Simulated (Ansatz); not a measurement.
Input for Ansatz (development build ahead of 0.2.0):

```yaml
crystal:
  periodic: [false, false, false]
  atoms:
    - { symbol: Ni, position_ang: [0.0, 0.0, 0.0] }
    - { symbol: C, position_ang: [0.0, 0.0, 2.4465] }
basis:
  gaussian: { orbitals: pcseg-2 }
magnetization:
  spin_polarized: true
  initial_magnetization: 2
hamiltonian:
  xc: pbe
```

The input is written out in the form of the current development build from the run's settings.

Output:

```json
{
  "Converged": "yes",
  "Total energy": "-1545.93858 hartree",
  "Spin squared of the determinant": "2.590",
  "Stability test": "minimum"
}
```

Caution: the unrestricted determinant is spin contaminated.
